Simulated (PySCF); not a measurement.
## Cu: excitation energy

Cu [Ar] 3d10 4s1 (2S) → Cu [Ar] 3d10 4d1 (2D), as a difference of total energies. Calculation: PySCF 2.14, in x2c-TZVPPall with one added diffuse shell each of s, p, d, f type (7s6p5d3f1g, 80 functions); scalar relativity by spin-free X2C-1e. Correlated levels: valence: [Ar] frozen; valence and next inner shell: [Ne] frozen. The calculations carry no spin-orbit coupling.

| method | excitation energy (eV) |
| --- | --- |
| UHF | 5.332 |
| LDA | 6.943 |
| PBE | 6.560 |
| PBE0 | 6.268 |
| r2SCAN | 6.612 |
| revPBE | 6.395 |
| PBEsol | 6.634 |
| M06-2X | 6.220 |
| MP2 (valence) | 6.361 |
| SCS-MP2 (valence) | 6.206 |
| MP2 (valence and next inner shell) | 6.445 |
| SCS-MP2 (valence and next inner shell) | 6.259 |

How much does correlation contribute at MP2 (valence and next inner shell)?

6.445 − (5.332) = 1.113 eV, measured against UHF.

Errors of the correlated levels include the incompleteness of this basis and the frozen core.

The promoted electron is Rydberg-like, and one or two diffuse shells describe it only roughly, which tends to raise the upper state.

For comparison: 6.192 eV (measured; NIST levels, between the centres of gravity of the two terms).
